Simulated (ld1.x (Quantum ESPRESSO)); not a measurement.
## What one change does to a pseudopotential (antimony, RRKJ)

```json
{"Element": "antimony", "Generator": "ld1.x (Quantum ESPRESSO) 7.5", "Type": "norm-conserving RRKJ (Kleinman–Bylander form)", "Functional": "LDA (PZ)", "Relativity": "scalar-relativistic", "Frozen core": "[Kr]", "Valence charge": "15", "Reference configuration": "4d10 5s2 5p0 (charge +3)", "Partial waves": "5s (bound): rc 1.90 bohr; 4d (bound): rc 1.60 bohr; 5p (bound, empty): rc 2.05 bohr", "Local potential": "the p channel", "Core correction": "Bessel-smoothed model core inside 1.10 bohr", "rho0": "0.001"}
```

All-electron outer shells of the reference configuration (LDA (PZ), scalar-relativistic, ld1.x):

```csv
shell,level (eV),outermost node (bohr),outermost maximum (bohr)
4p,-131.19,0.39,0.76
4d,-62.94,0.38,0.84
5s,-39.40,0.94,1.81
5p,-29.26,1.03,2.08
```

Change: wave 4d (bound): rc 1.60 bohr becomes 4d (bound): rc 2.20 bohr.

Cutoffs: the cutoffs (Ry, on a coarse ladder) from which the occupation-weighted sum of valence levels, in a spherical-Bessel basis at the reference potential, stays within 10 and 1 mRy of its value at 400 Ry; they do not see the model core or the augmentation charge, which bear on the density cutoff. Errors are all-electron minus pseudo energies relative to the spin-unpolarised reference configuration.

Task: Predict the effect on cutoff, ghosts and configuration errors.

Result: The potential gets softer (70 Ry and 100 Ry → 40 Ry and 60 Ry); of the 9 tests that both files solve, the error grows in 1 and shrinks in 8 by more than 15 % and 0.3 meV (median size 32.8 → 26.3 meV); neither file shows a bound ghost. A larger radius leaves more room for a smooth pseudo-wave, so fewer plane waves are needed.

```tsv
quantity	base	changed
cutoff, loose	70 Ry	40 Ry
cutoff, tight	100 Ry	60 Ry
loose cutoff by channel (10 mRy a level)	s 30 Ry, d 60 Ry	s 30 Ry, d 35 Ry
bound ghosts	none	none
error for 4d10 5s2 5p3, meV [ΔE -49.56 eV]	+40	+33
error for 4d10 5s2 5p2, meV [ΔE -41.04 eV]	+25	+19
error for 4d10 5s2 5p1, meV [ΔE -24.79 eV]	+9.9	+7.8
error for 4d10 5s2 5p2.5, meV [ΔE -46.20 eV]	+33	+26
error for 4d10 5s2 5p3.3, meV [ΔE -50.77 eV]	+44	+37
error for 4d9 5s2 5p4, meV [ΔE -18.55 eV]	-557	+102
error for 4d10 5s1 5p0, meV [ΔE 44.82 eV]	-9.9	-24
error for 4d10 5s2 5p3 (spin-polarised), meV [ΔE -50.65 eV]	+53	+35
error for 4d10 5s2 5p2 (spin-polarised), meV [ΔE -41.63 eV]	+32	+19
```
